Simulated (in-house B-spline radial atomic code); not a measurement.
**The strontium ion Sr³⁺: [Ar] 3d10 4s2 4p4 8d1 (an excited or competing configuration)**

Computed with an all-electron radial atomic-structure program (B-spline basis): Dirac-Hartree-Fock, average of configuration, Fermi nucleus of rms radius 4.224 fm.

Effective charges: Z_r = [3n² - l(l+1)]/(2<r>) from the radius, Z_e = n√(-2ε) from the energy, and Slater's rules. Values are occupation-weighted means over j. An effective charge above Z reflects the relativistic contraction of the inner shells.

| shell | electrons | ε (eV) | <r> (bohr) | Z_r | Z_e | Slater |
| --- | --- | --- | --- | --- | --- | --- |
| 1s | 2 | -16254 | 0.03915 | 38.32 | 34.56 | 37.70 |
| 2s | 2 | -2308.1 | 0.1717 | 34.94 | 26.05 | 33.85 |
| 2p | 6 | -2050.8 | 0.1503 | 33.27 | 24.55 | 33.85 |
| 3s | 2 | -424.73 | 0.4883 | 27.65 | 16.76 | 26.75 |
| 3p | 6 | -338.86 | 0.4957 | 25.22 | 14.97 | 26.75 |
| 3d | 10 | -196.92 | 0.4946 | 21.23 | 11.41 | 16.85 |
| 4s | 2 | -91.512 | 1.311 | 18.31 | 10.37 | 10.95 |
| 4p | 4 | -69.428 | 1.453 | 15.83 | 9.04 | 10.95 |
| 8d | 1 | -4.648 | 16.88 | 5.51 | 4.68 | 4.00 |

The least bound orbital is 8d5/2 at -4.646 eV, and it is also the most diffuse (<r> = 16.89 bohr).

Spin-orbit splittings of the orbital energies (j = l + 1/2 above j = l - 1/2 when positive): 2p 68.95 eV, 3p 11.04 eV, 3d 1.92 eV, 4p 1.414 eV, 8d 0.005603 eV.

For the 1s electron the small component carries 1.91 % of the norm, the zero-frequency Breit interaction raises the level by 28.07 eV, self-energy by 15.05 eV, and vacuum polarisation lowers it by 1.622 eV.
